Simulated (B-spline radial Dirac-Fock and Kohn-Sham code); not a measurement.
K-line shifts caused by a second vacancy in Rh¹³⁺

System: the Rh¹³⁺ ion in the configuration [Ar] 3d10 4s2 4p2.

The run's input, task.json:

```json
{"items": [{
  "Z": 45,
  "q": 13,
  "cfg": [[1, 0, 2], [2, 0, 2], [2, 1, 6], [3, 0, 2], [3, 1, 6], [3, 2, 10], [4, 0, 2], [4, 1, 2]],
  "A": 103,
  "rrms": 4.4945,
  "do": ["binding", "quiet", "double"]
}]}
```

Launch: `python xray_run.py task.json out`

Model: multi-electron Dirac-Fock with separately optimised hole states, Breit and Lamb-shift corrections added in first order. Program: a radial finite-basis atomic code. Each two-hole energy is an average over J within one jj subconfiguration, not an observable level; in light atoms, where LS coupling holds, the j-resolved values are not observed lines, and for a K spectator the Kα1 hypersatellite is nearly forbidden. Correlation and solid-state effects are left out.

Lines without a spectator: Kα2 (K-L2) 20075.7 eV, Kα1 (K-L3) 20218.4 eV, Kβ3 (K-M2) 22713.2 eV, Kβ1 (K-M3) 22738.8 eV. Shifts in eV with one spectator hole (a dash: not computed, or left out as unreliable):

| spectator hole | Kα2 | Kα1 | Kβ3 | Kβ1 |
| --- | --- | --- | --- | --- |
| K (1s) | +507.7 | +520.6 | +647.3 | +650.0 |
| L2 (2p1/2) | +54.9 | +68.6 | – | +148.6 |
| L3 (2p3/2) | +55.7 | +55.3 | +134.7 | – |
| M2 (3p1/2) | – | +7.97 | +19.40 | +23.37 |
| M3 (3p3/2) | +6.28 | – | +20.65 | +20.15 |
| M4 (3d3/2) | +1.36 | -0.93 | – | – |
| M5 (3d5/2) | -1.33 | +0.36 | – | – |
